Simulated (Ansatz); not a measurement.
Relaxation of [CrO3S]2- (CrSO₃²⁻) with RKS r2SCAN-D4/def2-SVPD.

```sh
$ ansatz run in.yaml --threads 4 --pin off --events-out ev --progress --plain --max-ram 3916MiB
```

```yaml
crystal:
  periodic: [false, false, false]
  atoms:
    - {symbol: Cr, position_ang: [0.085130, 0.146580, 0.062250]}
    - {symbol: O, position_ang: [0.031760, 0.015430, 1.660440]}
    - {symbol: O, position_ang: [1.566660, 0.040060, -0.545640]}
    - {symbol: O, position_ang: [-0.762990, 1.380680, -0.514560]}
    - {symbol: S, position_ang: [-0.920570, -1.582740, -0.662490]}
basis:
  gaussian: {orbitals: def2-SVPD}
total_charge: -2
hamiltonian: {xc: r2scan, dispersion: d4}
scf: {lower_state_search: "off"}
output: {orbitals: {seedname: orbitals}}
relax: {f_tol: 0.02, max_steps: 100}
```

Hardware: 4 threads of Arm Neoverse V1 on a shared host. Wall time 10 s.

Positions (Å) and forces (eV/Å) at steps 1, 2, 4 of 4:

```xyz
5
step=1 energy=-45385.1874 eV
Cr    0.085    0.147    0.062   -0.756   -1.322   -0.584
O     0.032    0.015    1.660    0.310    0.514    1.236
O     1.567    0.040   -0.546    1.244    0.540   -0.114
O    -0.763    1.381   -0.515   -0.165    1.358   -0.095
S    -0.921   -1.583   -0.662   -0.633   -1.091   -0.444
5
step=2 energy=-45385.4037 eV
Cr    0.051    0.088    0.036    0.151    0.249    0.092
O     0.067    0.077    1.661   -0.037   -0.061    0.031
O     1.581    0.105   -0.511   -0.005   -0.068   -0.041
O    -0.713    1.426   -0.480   -0.060   -0.035   -0.040
S    -0.986   -1.695   -0.706   -0.050   -0.085   -0.041
5
step=4 energy=-45385.4058 eV
Cr    0.056    0.096    0.040    0.004    0.004    0.007
O     0.064    0.073    1.664    0.002    0.004   -0.004
O     1.583    0.100   -0.515   -0.006    0.000    0.002
O    -0.718    1.426   -0.483    0.003   -0.005    0.002
S    -0.985   -1.694   -0.706   -0.002   -0.003   -0.005
```

A multiply charged anion in the gas phase is held together partly by the finite basis. The restricted singlet is unstable towards broken spin symmetry in Hartree–Fock (as tested in another run); at r2SCAN-D4/def2-SVPD this wasn't settled. The highest occupied level of the charge -2 singlet lies above zero (up to 3.92 eV). The electron is either unbound and held by the finite basis, or the level is raised by self-interaction error. The relaxation made no stability test and no search for a lower SCF solution.
